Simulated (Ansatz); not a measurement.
Pulling on the N6–H7 bond in CH5BeN (SMILES [CH3][Be][NH2]) (multiplicity 1 held, fragments rigid). Energies count from the point at 1.008 Å.
Geometry at that point (charge 0, multiplicity 1):
```csv
atom,x (Å),y (Å),z (Å)
Be,-0.0534,-0.0264,0.0485
C,1.1209,0.4370,-1.0689
H,2.0393,-0.1500,-0.9744
H,1.4042,1.4867,-0.9350
H,0.7751,0.3350,-2.1018
N,-1.1023,-0.4307,1.0508
H,-1.5170,-1.3464,1.1218
H,-1.4973,0.1738,1.7537
```

Signs of static correlation in cc-pVDZ, from Ansatz (a program for electronic structure) runs.

```json
[
 {"R (Å)": "0.806", "T1 of restricted CCSD": "0.010", "⟨S²⟩ of UHF": "0.000", "largest double amplitude of restricted CCSD": "0.039"},
 {"R (Å)": "0.907", "T1 of restricted CCSD": "0.011", "⟨S²⟩ of UHF": "0.000", "largest double amplitude of restricted CCSD": "0.040"},
 {"R (Å)": "1.008", "T1 of restricted CCSD": "0.011", "⟨S²⟩ of UHF": "0.000", "largest double amplitude of restricted CCSD": "0.040"},
 {"R (Å)": "1.108", "T1 of restricted CCSD": "0.011", "⟨S²⟩ of UHF": "0.000", "largest double amplitude of restricted CCSD": "0.040"},
 {"R (Å)": "1.209", "T1 of restricted CCSD": "0.012", "⟨S²⟩ of UHF": "0.000", "largest double amplitude of restricted CCSD": "0.039"},
 {"R (Å)": "1.360", "T1 of restricted CCSD": "0.013", "⟨S²⟩ of UHF": "0.000", "largest double amplitude of restricted CCSD": "0.043"},
 {"R (Å)": "1.512", "T1 of restricted CCSD": "0.014", "⟨S²⟩ of UHF": "0.057", "largest double amplitude of restricted CCSD": "0.087"},
 {"R (Å)": "1.763", "T1 of restricted CCSD": "0.017", "⟨S²⟩ of UHF": "0.607", "largest double amplitude of restricted CCSD": "?"},
 {"R (Å)": "2.015", "T1 of restricted CCSD": "0.021", "⟨S²⟩ of UHF": "0.833", "largest double amplitude of restricted CCSD": "0.297"},
 {"R (Å)": "2.318", "T1 of restricted CCSD": "?", "⟨S²⟩ of UHF": "1.006", "largest double amplitude of restricted CCSD": "0.438"},
 {"R (Å)": "2.721", "T1 of restricted CCSD": "0.033", "⟨S²⟩ of UHF": "1.006", "largest double amplitude of restricted CCSD": "0.599"},
 {"R (Å)": "3.225", "T1 of restricted CCSD": "0.039", "⟨S²⟩ of UHF": "1.006", "largest double amplitude of restricted CCSD": "0.741"}
]
```

Task: Fill in the missing entries.

Result: 
- 1.763, largest double amplitude of restricted CCSD: 0.172
- 2.318, T1 of restricted CCSD: 0.026

Doubts at one or more of the structures used: a restricted determinant that unrestricted orbitals would lower (R-CCSD(T)/cc-pVDZ); other coupled-cluster roots lie near (R-CCSD(T)/cc-pVDZ); a spin-contaminated determinant (U-CCSD(T)/cc-pVDZ); T1 above 0.05 (U-CCSD(T)/cc-pVDZ).
